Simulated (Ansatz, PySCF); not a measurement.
BBrH4N2, SMILES NB(N)Br.

Geometry: PBE0-D3(BJ)/def2-SVP. The structure was generated by enumeration, and PubChem lists no compound with its InChIKey, so it may never have been made. One conformer was computed; it need not be the lowest.

Vertical ionisation energy (IE) and electron affinity (EA) in eV. Rows of orbital energies are one-electron estimates. Where ΔSCF, EOM or ADC give a negative EA the extra electron is unbound and the value depends on the basis.

| level | IE | EA |
|---|---|---|
| −ε(HOMO), −ε(LUMO), B3LYP/def2-TZVP (PySCF) | ? | ? |
| −ε(HOMO), −ε(LUMO), PBE/def2-TZVP (PySCF) | 5.98 | 0.13 |
| ΔSCF, CAM-B3LYP/def2-SVPD (Ansatz), final states of multiplicity 2 and 2 | 9.87 | -1.12 |
| ΔSCF, PBE/def2-SVPD (Ansatz), final states of multiplicity 2 and 2 | 9.32 | -0.87 |

Task: Complete the blanks. (Estimate from the structure and the level; the computed values follow.)

Result: 
- −ε(HOMO), −ε(LUMO), B3LYP/def2-TZVP (PySCF), IE: 7.17
- −ε(HOMO), −ε(LUMO), B3LYP/def2-TZVP (PySCF), EA: -0.30

Task: What vertical singlet–triplet gap does ΔSCF give with CAM-B3LYP/def2-SVPD (Ansatz, a quantum-chemistry and plane-wave program) and with PBE/def2-SVPD (Ansatz)? (An estimate is asked for; the answer gives what the named calculation found.)

Result: 6.34 and 5.74 eV (triplet above singlet where positive).
